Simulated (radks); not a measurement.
Problem. The silicon ion Si10+ is in [He] 2s2. All-electron calculation, Dirac Kohn-Sham, BLYP, spin-unpolarised, spherical densities, finite nucleus; Fermi nuclear charge, rms radius of each element as measured or else 0.836 A^(1/3) + 0.57 fm. Program: a radial shooting solver on a logarithmic mesh with Libxc functionals. Sub-shells are occupied by j as written (lower j first in brackets). One electron is removed from 1s1/2, 2s1/2 in turn, with full relaxation. Which removal costs least, and what does each cost?

Solution. 2s1/2 477.20 eV; 1s1/2 2315.0 eV. The 2s1/2 electron leaves first.
